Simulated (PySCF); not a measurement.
An unknown shows these calculated signals:

1H NMR (300 MHz, computed): δ 8.77 (s, 1H), 5.89 (m, 1H), 5.04 (m, 2H), 4.23 (m, 2H), 3.66 (s, 3H), 2.33 (q, 2H), 1.33 (t, 3H).

13C{1H} NMR (computed): δ 172.1 (CH), 171.9 (C), 121.4 (CH), 76.0 (CH2), 43.0 (CH3), 40.7 (CH2), 17.5 (CH3).

[PySCF: PBE0/pcSseg-1 with gauge-including orbitals; coordinates at the GFN2-xTB level; in vacuum; non-relativistic Hamiltonian; one computed conformer; rapidly exchanging positions averaged]

Referencing at the same level of theory: 1H (31.72 ppm), 13C (186.93 ppm) against TMS.

**Question.** Which of these does the molecule contain: a heteroaromatic ring, a nitrile, an N-methyl group, a Si–H bond, a vinyl group CH=CH2, a non-aromatic C=C double bond?

**Answer.** 
- A heteroaromatic ring: no.
- A nitrile: no.
- An N-methyl group: yes (δC 43.0; δH 3.66 (s)).
- A Si–H bond: yes (δH 4.23 (m)).
- A vinyl group CH=CH2: no.
- A non-aromatic C=C double bond: yes.

The data belong to `InChI=1S/C7H14FNSi/c1-3-7(4-9-2)5-10-6-8/h4-5H,3,6,10H2,1-2H3/b7-5-,9-4-`; they needn't prove each group on their own.

Carbon signals by region: 2 in the far downfield region (above 160 ppm), 1 in the sp2 and nitrile region (100–160 ppm), 1 at 50–100 ppm, 3 below 50 ppm. Above 160 ppm: 172.1, C=N carbon, 171.9, fully substituted alkene carbon.

Splittings by 19F in the carbon and heteronuclear signals aren't shown, as no couplings were computed. Shifts are as computed. Against solution values, carbons near 30 ppm lie about +3 ppm off and those near 130 ppm about +5 ppm. Of 1309 compounds with measured shifts, 239 miss one by over three times the rms of a fit or turn the order of signals round; such compounds aren't used in these exercises. No couplings were computed; multiplicities are counted from neighbouring protons, with m where these are inequivalent, close in shift, in a saturated or five-membered ring or joined by F or P, and br s for small geminal =CH2 splittings.
